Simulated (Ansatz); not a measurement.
Na2Li3⁺. The state is a singlet with charge 1. Geometry relaxed at B3LYP/def2-TZVP.

Cartesian coordinates in Å:
```
Li 1.537 -0.422 0.164
Li -0.560 0.427 -1.431
Li -0.970 -0.005 1.268
Na -0.708 -2.849 -0.555
Na 0.701 2.849 0.554
```

The structure comes from a short search, and lower isomers may exist.

Task: Estimate the harmonic wavenumbers at RKS B3LYP/def2-TZVP (Ansatz, unscaled). Is this a minimum?

Result: 98, 99, 101, 102, 117, 206, 263, 265, 334 cm⁻¹. Yes, no mode is imaginary beyond noise. Zero-point energy 9.5 kJ/mol. It took 19 s on 4 threads of Arm Neoverse V2 on a shared host.
